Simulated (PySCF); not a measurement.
C₅H₈O₂S₂.
SMILES with atom numbers: `[CH3:1][C:2](=[O:3])[O:4][CH:5]1[S:6][CH2:7][CH2:8][S:9]1` (hydrogens: H10, H11, H12 on C1; H13 on C5; H14, H15 on C7; H16, H17 on C8)

Cartesian coordinates in Å at the PBE0-D3(BJ)/def2-SVP level; atoms count from 1:
```xyz
17
C5H8O2S2 angstrom
C      3.2633    0.0061    0.0330
C      2.1054    0.7229    0.6551
O      2.1469    1.4238    1.6285
O      0.9682    0.4683   -0.0314
C     -0.2285    1.0252    0.4878
S     -1.0956   -0.1465    1.5562
C     -1.8850   -0.9598    0.1385
C     -2.5105    0.1299   -0.7079
S     -1.3003    1.4827   -0.9048
H      3.2936    0.1976   -1.0486
H      3.1289   -1.0776    0.1690
H      4.1951    0.3267    0.5110
H      0.0198    1.9088    1.0921
H     -2.6368   -1.6650    0.5227
H     -1.1254   -1.5202   -0.4278
H     -3.4150    0.5290   -0.2250
H     -2.7734   -0.2385   -1.7114
```

Computed with PySCF at CAM-B3LYP/def2-SVPD, non-relativistic, on one gas-phase PBE0-D3(BJ)/def2-SVP geometry that isn't relaxed in the solvent. The solvent is an IEF-PCM continuum (cavity from Bondi-type radii × 1.2). Specific hydrogen bonds and non-electrostatic terms are outside this model.

Gas phase at CAM-B3LYP/def2-SVPD: HOMO -8.10 eV, LUMO 0.65 eV, dipole 3.40 D.

Q: What does the continuum do to the energy, the frontier levels and the dipole at CAM-B3LYP/def2-SVPD in benzene and methanol?

A: 
```csv
solvent,ε,E(solvent) − E(gas) (kcal/mol),polarisation term (kcal/mol),distortion of the solute (kcal/mol),HOMO (eV),LUMO (eV),dipole (D)
benzene,2.271,-3.64,-3.92,0.28,-8.09,0.71,3.94
methanol,32.61,-7.97,-9.36,1.39,-8.13,0.73,4.64
```

The polarisation term is half the interaction of the solute with the surface charges that it induces; the rest is the cost of distorting the solute's density. The sum is the electrostatic part of solvation alone. From benzene to methanol the lowering changes by a factor 2.19, Onsager's factor (ε − 1)/(2ε + 1) by 2.08 and ε itself by 14.4.

Q: Which radius a makes the point-dipole formula ΔE = −[(ε − 1)/(2ε + 1)]·μ²/a³ give the value in methanol, with the gas-phase dipole?

A: μ = 1.339 au and |ΔE| = 0.01269 Eh give a = 2.15 Å; the farthest nucleus lies 4.09 Å from the centroid of the nuclei, so such a sphere wouldn't even hold the nuclei. The formula assumes a rigid point dipole at the centre of a sphere.

Q: Give the dipole vector in the frame of the coordinates (D, pointing from negative to positive charge), gas and methanol.

A: Gas (-0.88, -2.54, -2.09), solvent (-1.36, -3.43, -2.81). Its length changes by +36 % and its direction by 2°.

Q: How does the static polarisability (CAM-B3LYP/def2-SVPD, frozen core, with the continuum's full static response) change?

A: 
```csv
medium,isotropic (au),principal values (au),⟨r²⟩ of the electrons (bohr²)
gas,103.8,"91.2, 98.7, 121.6",1736.1
benzene,119.3,"105.5, 114.8, 137.6",1735.5
methanol,143.5,"130.8, 140.3, 159.4",1734.7
```

The isotropic value in methanol is 1.38 times the gas-phase one; no cavity-field correction is applied. ⟨r²⟩ is taken about the centre of nuclear charge.
